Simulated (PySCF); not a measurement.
Simulation results for CH$_{8}$Ge$_{2}$Si

Computed with PySCF 2.14.0. Calculation on a computer-drawn molecule: the log of a Hartree-Fock and frozen-core CCSD(T) single point meant for a local Hartree-Fock minimum, with one planted fault or none, to be diagnosed. Offsets are logged minus clean, where the clean run is the same molecule without the fault. The reference is restricted for singlets and unrestricted otherwise, and also for a bond in bohr or an excited solution. Adding or removing an electron swaps singlet and doublet. The excited solution moves the top pair (singlet) or top alpha electron (doublet) to the lowest empty orbital. Highest occupied and lowest empty are orbital energies over both spins, largest force is the largest gradient component, triples share is (T) over the correlation energy, the T1 limit is 0.02 restricted and 0.045 unrestricted, electrons count all cores, a negative frequency is imaginary (commonest isotopes), and the dipole is about the centre of nuclear charge; on germanium a core potential holds 10 electrons, which the energies leave out, and 3d is frozen in MP2 and coupled-cluster steps.

```yaml
- formula: CH8Ge2Si
  logged_structure:
    atoms_angstrom:
      - [Ge, 0.3578, 2.2125, 0.4145]
      - [C, -0.9515, 1.0246, 0.4117]
      - [Si, -0.9198, -0.6024, -0.4745]
      - [Ge, -2.6287, -0.7274, -2.1688]
      - [H, 1.6753, 1.9925, -0.309]
      - [H, 0.2723, 3.5498, 1.1338]
      - [H, -1.8451, 1.3011, 0.9654]
      - [H, 0.4033, -0.7815, -1.1245]
      - [H, -1.1319, -1.7405, 0.4573]
      - [H, -2.385, 0.3152, -3.2704]
      - [H, -2.6719, -2.1131, -2.8322]
      - [H, -4.0167, -0.4548, -1.5678]
  given:
    meant_charge: 0
    meant_multiplicity: 1
    meant_basis: "cc-pV(D+d)Z"
    meant_basis_and_core_potential_on_germanium: "cc-pVDZ-PP ECP10MDF"
    logged_electrons: 91
    logged_basis_functions: 123
    logged_SCF_converged: "yes"
    logged_spin_squared: 0.7608
    "logged_highest_occupied [eV]": -14.314
    "logged_lowest_empty [eV]": -6.3474
    "logged_largest_force [hartree/bohr]": 0.049602
    logged_T1_diagnostic: 0.033861
    logged_D1_diagnostic: 0.20677
    logged_triples_share: 0.029254
    logged_CC_converged: "yes"
    "logged_dipole_magnitude [debye]": 7.894
    logged_SCF_stable_within_its_kind: "yes"
    "logged_energy_HF [hartree]": -917.8915
    "logged_energy_CCSD(T) [hartree]": -918.37004
    possible_faults: "no fault, one electron removed, one electron added, multiplicity raised by two, geometry at a saddle point, SCF held on an excited solution, minimal basis STO-3G, one bond length entered in bohr, all coordinates scaled"
    drawn_bonds_atom: [1, 2, 3, 1, 1, 2, 3, 3, 4, 4, 4]
    drawn_bonds_other_atom: [2, 3, 4, 5, 6, 7, 8, 9, 10, 11, 12]
    drawn_bonds_order: [2, 1, 1, 1, 1, 1, 1, 1, 1, 1, 1]
  results:
    planted_fault: "one electron removed"
    "HF_energy_offset_from_clean_run [kcal/mol]": 164.9
    "CCSD(T)_energy_offset_from_clean_run [kcal/mol]": 192.1
```
